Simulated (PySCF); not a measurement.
# Rotational lines of NaBe⁻

Lines J+1 ← J of the vibrational ground state, computed from RHF-CCSD(T) constants of NaBe⁻, ¹Σ⁺ (singlet), closed shell (basis Na aug-cc-pVDZ-DK, Be aug-cc-pVDZ-DK; spin-free X2C with a Gaussian nucleus; PySCF 2.14; masses 22.9898 and 9.0122 u), in MHz:

```csv
J,ν (MHz)
5,80860.0
6,94298.2
7,107718.8
8,121119.0
9,134496.5
```

Task: Find B0 and the effective bond length r0; with αe = 0.00614 cm⁻¹, find Re.

Result: ν = 2B0(J+1) − 4D(J+1)³ gives B0 = 0.22502 cm⁻¹. With the reduced mass μred = 6.4742 u, r0 = √(16.8576/(μred·B0)) (u, cm⁻¹, Å) = 3.4017 Å. Be = B0 + αe/2 = 0.22809 cm⁻¹ gives Re = 3.379 Å.

Correlated steps freeze 1 core orbital. The bond is weak. Basis-set superposition, not corrected here, can be much of De in a small basis, most of all at correlated wavefunction levels. For an ion De counts to the pair picked by the measured ionisation energies or electron affinities, which need not be the lowest pair at this level. The CCSD T1 diagnostic is raised, a sign that a single reference may not be enough here.
